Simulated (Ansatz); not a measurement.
A nudged elastic band was laid between two geometries of CH5NOSi (9 atoms, charge 0, multiplicity 1).

Theory: RKS revPBE-D4/6-31G* (Ansatz).

```
movable images  : 5
climbing image  : yes
spring          : 5.0 eV/Å²
optimiser       : quadratic models (default)
start path      : IDPP
force threshold : 0.05 eV/Å
iteration limit : 60
end points      : relaxed
```

Image 0:

```xyz
9
Properties=species:S:1:pos:R:3
N -0.374 0.863 -0.211
C -0.288 -0.246 0.852
Si 0.710 -0.812 -0.643
O 0.244 -1.759 -1.788
H -1.304 0.956 -0.629
H -0.019 1.779 0.078
H 0.215 0.113 1.760
H -1.275 -0.671 1.075
H 2.090 -0.224 -0.493
```

Image 6:

```xyz
9
Properties=species:S:1:pos:R:3
N -0.320 0.888 -0.184
C -0.301 -0.254 0.848
Si 0.738 -0.794 -0.630
O 2.286 -0.717 -0.777
H -1.245 1.151 -0.535
H 0.199 1.718 0.117
H 0.165 0.060 1.790
H -1.308 -0.663 1.006
H -0.214 -1.389 -1.636
```

Q: Which bonds break or form, and what moves?

A: No bond is made or broken. The dihedral H8–C2–Si3–H9 goes from -170 to 19°. The two ends are copies of one structure, up to a mirror image or an exchange of like atoms.

Q: Give the energies along the band, and the barrier.

A: It converged. The highest image is number 3 of 0 to 6, 0.251 eV above the ends, which have the same energy within 2 meV. A vibrational analysis at the climbing image gives one clearly imaginary mode, 267i cm⁻¹, and a faint second one (21i cm⁻¹) that may be numerical noise or a soft torsion: probably a first-order saddle point.

```
image  path coordinate (Å)  energy (eV)  dihedral H8–C2–Si3–H9 (°)
    0                 0.00        0.000                       -170
    1                 1.15        0.130                        169
    2                 2.29        0.196                        145
    3                 3.44        0.251                        123
    4                 4.59        0.196                         99
    5                 5.74        0.131                         61
    6                 6.90        0.000                         19
```

Q: What is the geometry of the highest image?

A: 
```xyz
9
Properties=species:S:1:pos:R:3
N -0.196 1.313 0.234
C -0.380 -0.143 0.431
Si 0.726 -1.065 -0.836
O 0.854 -2.606 -1.007
H -1.090 1.758 0.011
H 0.140 1.750 1.096
H -0.106 -0.479 1.450
H -1.428 -0.470 0.290
H 1.480 -0.058 -1.669
```

The band took 10 iterations and of the order of 3 core-minutes.

The run took 3.1 min on 1 CPU thread of a shared host.
